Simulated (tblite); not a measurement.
Species: C5H11ClO2S.
Cartesian coordinates in Å at the GFN2-xTB level; atoms count from 1:
```xyz
20
C5H11ClO2S angstrom
C     -0.7266    0.8605   -1.0214
C     -0.4838   -0.0239    0.2005
C     -1.7060   -0.9193    0.4440
C     -0.2292    0.8416    1.4348
C      0.7135   -0.9297   -0.0462
S      2.1956   -0.0585   -0.6099
O      3.3305   -0.8693   -0.3047
O      2.2485    1.3249   -0.2624
Cl     1.9965   -0.1351   -2.6416
H     -1.6404    1.4342   -0.8854
H     -0.8316    0.2628   -1.9239
H      0.0947    1.5573   -1.1554
H     -1.9329   -1.5134   -0.4380
H     -2.5734   -0.3075    0.6764
H     -1.5299   -1.5931    1.2792
H     -0.0874    0.2226    2.3183
H      0.6532    1.4574    1.2921
H     -1.0794    1.4954    1.6127
H      1.0502   -1.4344    0.8562
H      0.5328   -1.6619   -0.8283
```

Computed values, GFN2-xTB/tblite, gas phase, harmonic and unscaled. The method is semi-empirical: single wavenumbers can be off by several per cent or more. One conformer, not necessarily the lowest.

Harmonic wavenumbers (cm⁻¹): 66.4, 91.7, 169.6, 188.3, 205.5, 236.4, 256.3, 271.3, 282.3, 302.1, 319.7, 343.8, 387.8, 411.1, 452.9, 497.5, 511.6, 727.8, 807.7, 819.0, 960.3, 965.3, 969.6, 975.5, 1003.0, 1039.5, 1070.0, 1130.9, 1161.6, 1251.0, 1268.3, 1279.8, 1284.3, 1407.5, 1409.3, 1411.5, 1434.7, 1484.6, 1487.3, 1489.1, 1503.2, 1504.8, 1507.6, 3007.9, 3016.6, 3031.2, 3038.1, 3040.1, 3042.2, 3046.4, 3048.8, 3054.8, 3074.1, 3078.8.

A = 1896, B = 866.3, C = 770.3 MHz; mass 170.017 u (most abundant isotopes); point group C1, symmetry number 1.

Question: Zero-point energy?

Answer: ½Σν̃ = 34913 cm⁻¹ = 99.82 kcal/mol.

Question: What is S at 400 K and 1 bar for an ideal gas of classical rigid rotors and harmonic oscillators?

Answer: Translation 42.79, rotation 30.80, vibration 42.53: S = 116.1 cal/(mol K).

Question: And Cp and H(400 K) − H(0)?

Answer: Cp = 52.61 cal/(mol K), of which vibrations give 44.66 (their classical limit is 54 R = 107.3); H(400 K) − H(0) = 12.47 kcal/mol without the zero-point energy, 9.29 from vibrations.

Question: How do the functions run with temperature in this model?

Answer: 
```
 T (K)  S (cal/(mol K))  Cp (cal/(mol K))  H − H(0) (kcal/mol)  G − H(0) (kcal/mol)  ln q(vib)
   150             78.6              26.9                 2.41                -9.39       2.40
   250             95.1              37.9                 5.66               -18.10       5.28
298.15            102.1              42.8                 7.61               -22.85       6.71
   600            140.6              68.1                24.63               -59.70      15.42
   900            171.3              83.2                47.50              -106.63      23.35
```

q(vib) and H(0) count from the zero-point level.

Question: What must be added to the electronic energy to get the Gibbs energy at 400 K and 1 bar?

Answer: ZPE + [H(400 K) − H(0)] − T·S = 99.82 + 12.47 − 46.45 = 65.84 kcal/mol.

Question: Blend soft modes into free rotors: weight 1/[1 + (100 cm⁻¹/ν̃)⁴] for the oscillator and the rest for a rotor with moment μB/(μ + B), μ = h/(8π²ν), B = 10⁻⁴⁴ kg m². What vibrational entropy results?

Answer: 40.83 cal/(mol K) in place of 42.53, which changes −T·S at 400 K by +0.68 kcal/mol.

Question: Which modes carry the vibrational entropy at 400 K?

Answer: 66.4 cm⁻¹: 4.84; 91.7 cm⁻¹: 4.20; 169.6 cm⁻¹: 3.00; 188.3 cm⁻¹: 2.80; 205.5 cm⁻¹: 2.63; 236.4 cm⁻¹: 2.37 cal/(mol K); the other 48 give 22.70 together.

Hindered rotation and anharmonicity are outside this model. Other conformers, if any are populated, would add a mixing term that is left out. The structure is chiral; the term R ln 2 for an equal mix with its mirror image is left out.
